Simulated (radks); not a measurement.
Results of a calculation; reference values are marked as such.
Effect of the nuclear size on the mercury ion Hg+, [Xe] 4f14 5d10 6s1. Level of theory: Dirac Kohn-Sham, exchange-only LDA, spin-unpolarised, spherical densities, finite nucleus; Fermi nuclear charge, rms radius 5.4648 fm (a radial shooting solver on a logarithmic mesh with Libxc functionals). The rms radius is varied about that value; shifts are against it.

rms radius (fm)  total energy shift (eV)  density at nucleus (e/bohr^3)  1s1/2 shift (meV)  2s1/2 shift (meV)  5s1/2 shift (meV)  6s1/2 shift (meV)  6p1/2 (empty) shift (meV)  7s1/2 (empty) shift (meV)
4.6068                             -31.3                      2.482e+06             -12500              -1870              -21.7              -2.07                      0.184                     -0.198
4.9784                             -18.1                      2.405e+06              -7250              -1080              -12.6              -1.20                      0.107                     -0.114
5.4648                                 0                      2.314e+06              0.000              0.000              0.000              0.000                      0.000                      0.000
5.9184                              17.8                      2.239e+06               7120               1060               12.4               1.17                     -0.104                      0.112
6.4867                              41.2                      2.156e+06              16500               2460               28.6               2.72                     -0.242                      0.260

Slopes of the eigenvalues against <r^2> in GHz/fm^2, as finite differences over the two radii next to the reference (eigenvalue slopes, not the field-shift constants of lines): 1s1/2 339000, 2s1/2 50600, 5s1/2 589, 6s1/2 56.0, 6p1/2 (empty) -4.98, 7s1/2 (empty) 5.36.
